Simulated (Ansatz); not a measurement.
`F[SiH2][Si](Cl)(Cl)Cl` + H₂Te → `Cl[Si](Cl)(Cl)[TeH]` + `F[SiH3]` at 500 K and 1 bar (cleavage of the Si–Si bond).

Program: Ansatz. Geometries: PBE0-D4/def2-TZVP. ΔE: electronic, gas phase. CBS: MP2 limit from def2 TZ/QZ plus the TZ coupled-cluster correction, frozen cores. This one scheme is used for every species. def2 core potentials past Kr. For Te outer-core shells are correlated without core-valence functions, which leaves a few kJ/mol of doubt a bond. Each species was taken in one conformer, which may not be the lowest.

```
                species  CCSD(T)/CBS energy (Eh)  H − E (kJ/mol)  S (J/(mol·K))
`F[SiH2][Si](Cl)(Cl)Cl`              -2058.70441           122.1          478.9
                   H₂Te               -268.91024            48.9          247.6
  `Cl[Si](Cl)(Cl)[TeH]`              -1936.91665            79.6          449.0
              `F[SiH3]`               -390.72345            94.1          267.5
```

H − E and S are ideal-gas, rigid-rotor, harmonic terms from PBE0-D4/def2-TZVP, for one conformer and one mirror image of each species. 1 Eh = 2625.50 kJ/mol, R = 8.31446 J/(mol·K).

By hand: ΔE, ΔH, ΔS and ΔG.

ΔE = (-1936.91665) + (-390.72345) − (-2058.70441) − (-268.91024) = -0.02545 Eh = -66.8 kJ/mol. Δ(H − E) = 79.6 + 94.1 − 122.1 − 48.9 = 2.7, so ΔH = -64.1 kJ/mol. ΔS = 449.0 + 267.5 − 478.9 − 247.6 = -10.0 J/(mol·K). ΔG = -64.1 − 500 × (-10.0)/1000 = -59.1 kJ/mol.

By hand: the equilibrium constant, and the temperature at which ΔG would vanish if ΔH and ΔS stayed fixed.

log₁₀ K = −ΔG/(RT ln 10) = 6.2. ΔG = 0 at ΔH/ΔS = 6410 K, far beyond where these terms or the molecules hold.

The number of gas molecules stays the same, so ΔS is small and ΔH decides. A doubt of 5 kJ/mol in ΔE shifts log₁₀ K by 0.5 here. Other conformers and mirror images would add mixing entropy, several J/(mol·K) or more a flexible species. Modes under 60 cm⁻¹, often nearly free rotors, make the harmonic entropy too high. These are equilibria of isolated gas molecules and say nothing of rates. Largest T1 diagnostic: 0.011 (customary marks: 0.02 for closed shells, 0.045 for open ones).
